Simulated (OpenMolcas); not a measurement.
**Levels of Al+ by method**

```json
{
  "Program": "OpenMolcas",
  "Basis": "ANO-RCC-VDZP [4s3p1d]",
  "Scalar Hamiltonian": "DKH2, point nucleus",
  "Active space": "2 electrons in 4 orbitals (3s 3p)",
  "State averaging": "2S+1 = 3 even, 3 roots; 2S+1 = 1 even, 7 roots; 2S+1 = 3 odd, 3 roots; 2S+1 = 1 odd, 3 roots",
  "Spin-orbit coupling": "RASSI with atomic mean-field integrals over the reference wave functions, term energies averaged over their components"
}
```

Methods on the same reference wave functions:
A. CASSCF
B. SS-CASPT2, IPEA 0.25 Eh, imaginary shift 0.1 Eh (closed shells correlated: 2s 2p)
C. MS-CASPT2, IPEA 0.25 Eh, imaginary shift 0.1 Eh (closed shells correlated: 2s 2p)

Energies in cm-1 above 3s2 1S0, the measured ground level; measured values from NIST Handbook of Basic Atomic Spectroscopic Data.

```json
{"Level": "3s2 1S0", "A": "0.0", "B": "0.0", "C": "0.0", "Measured": "0.0"}
{"Level": "3s 3p 3P* 0", "A": "36439", "B": "36479", "C": "36509", "Measured": "37393"}
{"Level": "3s 3p 3P* 1", "A": "36491", "B": "36530", "C": "36560", "Measured": "37454"}
{"Level": "3s 3p 3P* 2", "A": "36593", "B": "36633", "C": "36663", "Measured": "37578"}
{"Level": "3s 3p 1P* 1", "A": "66422", "B": "62031", "C": "62061", "Measured": "59852"}
{"Level": "3p2 3P0", "A": "94081", "B": "93977", "C": "94007", "Measured": "94085"}
{"Level": "3p2 3P1", "A": "94132", "B": "94028", "C": "94058", "Measured": "94147"}
{"Level": "3p2 3P2", "A": "94232", "B": "94126", "C": "94156", "Measured": "94269"}
{"Level": "3p2 1D2", "A": "102052", "B": "96105", "C": "96135", "Measured": "85481"}
{"Level": "3p2 1S0", "A": "120036", "B": "113794", "C": "113853", "Measured": "111637"}
```

Deviations, from unrounded energies. A percentage is the sum of absolute deviations over the sum of measured energies, with the sign that they share, or ± where signs differ.

```csv
Against measurement,Levels,A,B,C
mean absolute deviation (cm-1),9,3800,2000,2000
other configurations (%),9,±5.3,±2.8,±2.8
```

B, C lie about equally close to measurement and A furthest from it. The largest miss of C in the table is 3p2 1D2, by +11000 cm-1. The ranking rests on the paired levels alone, and a cruder setting can come out closer through cancelling errors.

Between B and C the level of the table that moves most is 3p2 1S0, by 60 cm-1 (lowest in B, highest in C).

The lowest spin-free term lies below A's lowest term by 0.037 hartree in B, 0.037 hartree in C.

Over all roots computed the reference weight is 0.94 to 0.99 in B, 0.94 to 0.99 in C; the roots of lowest weight are the least certain, and an intruder state may touch them. The ¹D term of p² mixes with s d, which this space lacks. Without dynamic correlation excited terms often stand tens of per cent too high (terms of higher spin than the ground term too low), and those without a measured partner can miss by more than the paired ones (holds for A). Computed and measured levels are paired by configuration, term and J; levels that our copy of the source lacks, or whose pairing is in doubt (as where it misses far off the trend of its configuration), stay unpaired and out of the deviations. Levels of configurations outside the active space are missing.

* marks odd parity.
